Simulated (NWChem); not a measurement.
HfO2 cation, doublet; SMILES of the neutral closed-shell parent [O]=[Hf]=[O]

```xyz
3

Hf     0.2415     0.0000     0.2199
O      1.4226     0.0000    -1.1660
O     -1.1502     0.0000    -0.8608
```
Atoms are numbered in this order, from 1.

Level: PBE0/def2-SVP with def2 effective core potentials on Hf, spin-unrestricted (NWChem), optimised geometry, unscaled harmonic frequencies. The spin multiplicity was typed, not searched, and may not be the lowest. def2 effective core potentials on Hf; no spin-orbit coupling.

```json
[
 {"frequency (cm⁻¹)": "141", "IR intensity (km/mol)": "52.6"},
 {"frequency (cm⁻¹)": "267", "IR intensity (km/mol)": "41.5"},
 {"frequency (cm⁻¹)": "903", "IR intensity (km/mol)": "49.9"}
]
```

```
Item                                                                                                 Result
-----------------------------------------------------------------------------------------  ----------------
zero-point energy                                                                              1.9 kcal/mol
thermal correction to the enthalpy at 298.15 K (with zero-point energy)                        5.0 kcal/mol
heat capacity Cv                                                                           10.1 cal/(mol K)
entropy at 298.15 K and 1 atm (symmetry number 1, electronic part: spin degeneracy alone)  71.6 cal/(mol K)
```

Rigid rotor and harmonic oscillator.
